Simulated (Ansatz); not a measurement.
Geometry optimisation, Ansatz 0.2.0, RKS PBE-D4/def2-SVPD.

Input:

```yaml
crystal:
  periodic: [false, false, false]
  atoms:
    - { symbol: "N", position_ang: [-0.6162, 0.4288, -0.6871] }
    - { symbol: P, position_ang: [-0.4689, 0.1309, 1.0519] }
    - { symbol: Te, position_ang: [0.8872, -1.896, 0.6628] }
    - { symbol: H, position_ang: [-0.40702, -0.41603, -1.17484] }
    - { symbol: H, position_ang: [0.22173, 1.08665, -0.96001] }
    - { symbol: H, position_ang: [0.6823, 1.0287, 1.196] }
    - { symbol: H, position_ang: [1.9609, -1.0167, -0.4208] }
basis:
  gaussian: { orbitals: def2-SVPD }
hamiltonian:
  xc: pbe
  dispersion: d4
relax:
  f_tol: 0.015
  max_steps: 40
output:
  orbitals: {}
```

Command:

```bash
$ ansatz run input.yaml --threads 2 --pin off --max-ram 3072MiB --backend cpu --events-out ev --progress --plain --runs-dir out
```

Where does it end, and by what steps?

The run converged. After 11 steps the energy has fallen by 0.716 eV; H4 moved furthest, 1.15 Å.

```tsv
step	energy less start (eV)	largest force component (eV/Å)	accepted
0	0.0000	3.228	yes
1	-0.3729	1.124	yes
2	-0.4678	0.936	yes
3	-0.5792	0.459	yes
4	-0.6468	0.336	yes
5	-0.6925	0.319	yes
6	-0.7111	0.147	yes
7	-0.7156	0.068	yes
8	-0.7159	0.071	yes
9	-0.7163	0.018	yes
10	-0.7163	0.017	no
11	-0.7163	0.005	yes
```

```xyz
7
Properties=species:S:1:pos:R:3
N -0.616 0.639 -0.724
P -0.376 -0.027 0.851
Te 1.212 -2.039 0.703
H -1.370 0.203 -1.259
H 0.190 0.835 -1.324
H 0.674 0.879 1.225
H 2.545 -1.143 0.195
```

Whether the end is a true minimum wasn't checked by a vibrational analysis.

Run time: 17 s on 2 threads of AMD EPYC 9R14 (Zen 4), with other jobs on the host, peak memory 0.16 GiB.
